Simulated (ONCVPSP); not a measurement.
**N: variants of one ONCV potential**

Base potential:

```json
{
 "Element": "N (Z = 7)",
 "Generator": "ONCVPSP 4.0.1",
 "Type": "optimised norm-conserving Vanderbilt (ONCV)",
 "Functional": "PBE",
 "Relativity": "fully relativistic",
 "Frozen core": "[He]",
 "Valence charge": "5",
 "Reference configuration": "2s2 2p3",
 "Partial waves": "2s: rc 0.90 bohr, ncon 4, nbas 8, qcut 8.3 1/bohr, 2 projectors, debl 0.8 Ha; 2p: rc 1.40 bohr, ncon 4, nbas 9, qcut 12.1 1/bohr, 3 projectors, debl 1.8 Ha; d scattering state at 0.1 Ha: rc 1.45 bohr, ncon 4, nbas 7, qcut 6.9 1/bohr, 2 projectors, debl 2.5 Ha",
 "Local potential": "polynomial inside 0.70 bohr (lpopt 2, dvloc0 0 Ha)",
 "Core correction": "polynomial model core, fcfact 0.7"
}
```

Open shells are filled in proportion to 2j + 1.

All-electron outer shells of the reference configuration (PBE, scalar-relativistic, ld1.x):

```
shell  level (eV)  outermost node (bohr)  outermost maximum (bohr)
   1s     -384.72                      –                      0.15
   2s      -18.58                   0.32                      1.02
   2p       -7.09                      –                      0.98
```

Cutoffs, loose and tight: the cutoffs (Ha) at which the residual kinetic energy of the hardest occupied pseudo-wave falls to 1 and 0.1 mHa per electron. They do not see the model core or the augmentation charge, which bear on the density cutoff. Test errors are all-electron minus pseudo excitation energies from the reference, over the configurations 2s2 2p2; 2s2 2p1; 2s2 2p0; 2s1 2p3. A dash means not determined; rows that change the core or the reference have their own tests.

| change | outcome | cutoff, loose | cutoff, tight | bound ghosts | GHOST(+) flags above zero | largest test error (meV) |
| --- | --- | --- | --- | --- | --- | --- |
| base | generated | 36 Ha | 55 Ha | none | none | +255 |
| core correction polynomial model core, fcfact 1 | generated | 36 Ha | 55 Ha | none | none | +246 |
| s: rc 0.76 | generated | 36 Ha | 88 Ha | none | s | +254 |
| local potential polynomial inside 0.70 bohr (lpopt 2, dvloc0 -0.5 Ha) | generated | 36 Ha | 55 Ha | none | none | +255 |
| core correction Teter function, fcfact 1.75, rcfact 1.05 | generated | 36 Ha | 55 Ha | none | none | +411 |
| d: rc 1.84 | generated | 36 Ha | 55 Ha | none | none | +255 |
| s: qcut 9.8 | generated | 36 Ha | 45 Ha | none | none | +246 |
| p: debl 0.75 | generated | 36 Ha | 55 Ha | none | none | +255 |
| d: nbas 8 | generated | 36 Ha | 55 Ha | none | none | +255 |
